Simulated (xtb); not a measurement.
H₃O₄S, SMILES [OH+]=S(=O)(O)O, charge +1. All values are semi-empirical tight-binding results from xtb (GFN2-xTB unless named), good for trends rather than for accurate numbers. Geometry: GFN2-xTB. The isomer is the one that the SMILES or the coordinates give; other isomers of the formula were not compared. The values are those of a single conformer.

Computed properties:
- point group as xtb finds it = C3
- orbital gap = 8.97 eV
- zero-point energy = 28.0 kcal/mol
- G − E(el) at 298.15 K (modified RRHO) = 10.3 kcal/mol
- static polarisability (D4 model) = 45.0 bohr³
- solvation energy, GFN2-xTB/ALPB(water) = -84.9 kcal/mol
- solvation energy, GFN2-xTB/ALPB(chcl3) = -49.7 kcal/mol
